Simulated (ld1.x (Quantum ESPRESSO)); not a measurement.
# An all-electron radial function and its pseudo partner (S (Z = 16))

Columns: radius, all-electron u(r) and pseudo u(r) of the 3p shell (level -9.30 eV) of sulfur in the configuration [Ne] 3s2 3p3.75; PBE, scalar-relativistic, RRKJ scheme, ld1.x (Quantum ESPRESSO) 7.5.

| r (bohr) | all-electron | pseudo |
| --- | --- | --- |
| 0.088 | 0.1400 | -0.0040 |
| 0.175 | 0.2886 | -0.0161 |
| 0.262 | 0.3373 | -0.0372 |
| 0.350 | 0.2978 | -0.0688 |
| 0.438 | 0.2024 | -0.1114 |
| 0.525 | 0.0806 | -0.1645 |
| 0.612 | -0.0496 | -0.2273 |
| 0.700 | -0.1779 | -0.2984 |
| 0.788 | -0.2958 | -0.3738 |
| 0.875 | -0.3987 | -0.4485 |
| 0.962 | -0.4870 | -0.5192 |
| 1.050 | -0.5614 | -0.5829 |
| 1.138 | -0.6215 | -0.6363 |
| 1.225 | -0.6674 | -0.6777 |
| 1.312 | -0.7010 | -0.7075 |
| 1.400 | -0.7239 | -0.7273 |
| 1.487 | -0.7370 | -0.7383 |
| 1.575 | -0.7421 | -0.7422 |
| 1.662 | -0.7401 | -0.7401 |
| 1.750 | -0.7324 | -0.7324 |
| 1.838 | -0.7200 | -0.7200 |
| 1.925 | -0.7040 | -0.7040 |
| 2.012 | -0.6851 | -0.6851 |
| 2.100 | -0.6637 | -0.6637 |
| 2.188 | -0.6407 | -0.6407 |
| 2.275 | -0.6168 | -0.6168 |

Problem. How many radial nodes do the two functions have?

Solution. The all-electron 3p function has n − l − 1 = 1; the pseudo-wave has 0, since the states of the same l below it are removed with the core.

Problem. At about which radius was the pseudo-wave matched?

Solution. 1.65 bohr, where the columns begin to agree (steps of 0.09 bohr).

Problem. Where does each function peak?

Solution. Outermost all-electron maximum near 1.57 bohr, pseudo maximum near 1.57 bohr (to the table’s step).

Problem. Is the pseudo-wave norm-conserving?

Solution. Yes: the RRKJ scheme keeps the norm inside the radius equal to the all-electron one, which fixes the energy derivative of the logarithmic derivative at the level.
